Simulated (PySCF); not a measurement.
The vertical singlet excitations below were computed for one of the candidates. Method used: TDDFT CAM-B3LYP/def2-SVPD, vertical, gas phase, core orbitals frozen in the response in PySCF 2.14.0, density-fitted response routines. Geometries: GFN2-xTB, one conformer each.

| state | E (eV) | f |
| --- | --- | --- |
| S1 | 5.68 | 0.0018 |
| S2 | 6.49 | 0.137 |
| S3 | 6.56 | 0.029 |
| S4 | 6.89 | 0.0004 |
| S5 | 7.18 | 0.176 |
| S6 | 7.28 | 0.0061 |
| S7 | 7.48 | 0.024 |
| S8 | 7.59 | 0.021 |

Triplets computed (Tamm–Dancoff): 5.31, 5.58, 6.08 eV.

Orbital energies (eV): HOMO-3 -10.58, HOMO-2 -10.17, HOMO-1 -9.23, HOMO -8.65, LUMO 0.40, LUMO+1 0.82, LUMO+2 1.33.

Task: Which structure fits? All have the formula CH11NSi3.
A. `N[SiH2]C([SiH3])[SiH3]`
B. `[SiH3]C[SiH2]N[SiH3]`
C. `C[SiH2]N([SiH3])[SiH3]`
D. `C[SiH2][Si@@H](N)[SiH3]`
E. `C[Si@H]([SiH3])N[SiH3]`

Result: D. Its S1, at 5.68 eV, is the lowest among the candidates; the nearest of the others has S1 at 5.94 eV. S1 is HOMO→LUMO (86%), HOMO→LUMO+1 (11%). Löwdin shares by element: HOMO nitrogen 48%, silicon 23% or more, hydrogen 13% or more (atoms not listed hold the other 16%); LUMO silicon 61%, hydrogen 8% or more (atoms not listed hold the other 31%). At the same level the other candidates give, for their lowest levels:
- `C[SiH2]N([SiH3])[SiH3]`: 6.29 eV (f 0.000); 6.76 eV (f 0.016); 7.33 eV (f 0.043); 7.49 eV (f 0.007); 7.70 eV (f 0.015); T1 5.99 eV; HOMO -8.69, LUMO 0.92 eV
- `C[Si@H]([SiH3])N[SiH3]`: 5.94 eV (f 0.005); 6.46 eV (f 0.015); 7.04 eV (f 0.014); 7.42 eV (f 0.023); 7.48 eV (f 0.021); T1 5.58 eV; HOMO -8.54, LUMO 0.76 eV
- `[SiH3]C[SiH2]N[SiH3]`: 6.21 eV (f 0.005); 7.07 eV (f 0.021); 7.41 eV (f 0.003); 7.54 eV (f 0.035); 7.79 eV (f 0.014); T1 5.90 eV; HOMO -8.72, LUMO 0.84 eV
- `N[SiH2]C([SiH3])[SiH3]`: 6.42 eV (f 0.012); 7.28 eV (f 0.011); 7.68 eV (f 0.017); 7.90 eV (f 0.005); 7.91 eV (f 0.074); T1 6.07 eV; HOMO -8.90, LUMO 0.90 eV

Conformer computed: `[CH3:1][SiH2:2][Si@@H:3]([NH2:4])[SiH3:5]`: C1–Si2–Si3–N4 -65°, H–N4–Si3–Si2 -48°, H–N4–Si3–Si2 174°.

Without π bonds the low states are Rydberg-like; a valence basis with one diffuse set may place them up to an eV too high.
